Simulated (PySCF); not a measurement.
Gas-phase reaction: MgCl₂ + 4 H → MgH₂ + 2 HCl

Method: PySCF energies plus ideal-gas RRHO corrections (1 bar). † marks an energy on the PBE0/def2-TZVP geometry and frequencies; other levels use their own. 6-31G* has spherical d functions here. Open shells (unrestricted): H (multiplicity 2); the rest are closed-shell singlets. B3LYP is the form with VWN-RPA correlation. MgH₂: computed as isolated molecules; such fragments, hydroxides, amides, oligomers or adducts are transient or little studied in the gas. The harmonic model lacks anharmonicity and excited electronic states, which grow with temperature; levels with a mode under 35 cm⁻¹ are left out. Soft modes under 120 cm⁻¹ make the harmonic entropy rough for MgCl₂.

```tsv
level	ΔE electronic, kJ	ΔH°(298 K), kJ	ΔS°(298 K), J/K	ΔG°(1600 K), kJ
B3LYP/6-31G*	-541	-500	-163	-191
B3LYP/def2-TZVP†	-564	-521	-163	-212
BLYP/def2-TZVP†	-562	-519	-163	-210
PBE/def2-TZVP†	-527	-484	-163	-175
PBE0/def2-QZVP†	-522	-479	-163	-170
ωB97M-V/def2-TZVP†	-548	-505	-163	-196
```
ΔH° is lowest at B3LYP/def2-TZVP† and highest at PBE0/def2-QZVP†. No reference value is set beside these.
